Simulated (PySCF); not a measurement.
Computed shifts of a molecule C4H5NO, B3LYP/pcSseg-1 (PySCF), GIAO, gas phase, equivalent atoms averaged, in ppm (number of nuclei): ¹³C: 171.1 (1), 166.2 (1), 106.5 (1), 88.8 (1). ¹⁵N: 382.0 (1). ¹H: 7.63 (1), 6.25 (2), 4.96 (1), 4.69 (1). References: ¹³C against TMS (σ = 181.3 ppm); ¹⁵N against NH3 (σ = 265.5 ppm); ¹⁷O against H2O (σ = 333.8 ppm); ¹H against TMS (σ = 31.68 ppm), references at their B3LYP-D3(BJ)/def2-TZVP geometries, non-relativistic. Geometry optimised at ωB97X-D3(BJ)/def2-SVP. The values are those of a single conformer.

**Question.** Identify the compound among the candidates.
A. C=C1COC=N1
B. C=C1C=NCO1
C. C1=COC=NC1
D. N#C[C@@H]1C[C@@H]1O

**Answer.** B, C=C1C=NCO1
